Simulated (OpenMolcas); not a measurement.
**How methods differ on InPH4O (SMILES O[PH][InH2])**

The species is InPH4O (7 atoms), meant as a singlet with charge 0. As SMILES, `O[PH][InH2]`. Geometry: relaxed at PBE0-D4/def2-TZVP. This is one conformer, not always the lowest.

Each level gives the electronic atomisation energy (eV). The values are calculated. Electronic energies at fixed atoms, without zero-point motion or spin-orbit coupling.

| level | kind | program | value (eV) | CPU time (all runs) |
| --- | --- | --- | --- | --- |
| revPBE/def2-SVPD (core potential) | GGA | OpenMolcas | 17.55 | 44 s |
| M06-L/def2-SVPD (core potential) | meta-GGA | OpenMolcas | 18.03 | 78 s |
| TPSS/def2-SVPD (core potential) | meta-GGA | OpenMolcas | 18.40 | 55 s |
| r2SCAN/def2-SVPD (core potential) | meta-GGA | OpenMolcas | 18.16 | 60 s |
| B3LYP/def2-SVPD (core potential) | global hybrid | OpenMolcas | 17.97 | 42 s |
| BHLYP/def2-SVPD (core potential) | global hybrid | OpenMolcas | 17.36 | 38 s |
| M06-2X/def2-SVPD (core potential) | hybrid meta-GGA | OpenMolcas | 18.02 | 49 s |
| PBE0/def2-SVPD (core potential) | global hybrid | OpenMolcas | 17.89 | 41 s |

The values span 17.36 to 18.40 eV. CPU times are rough (shared hosts, several kinds of processor): they show what a rung costs within a factor of a few.
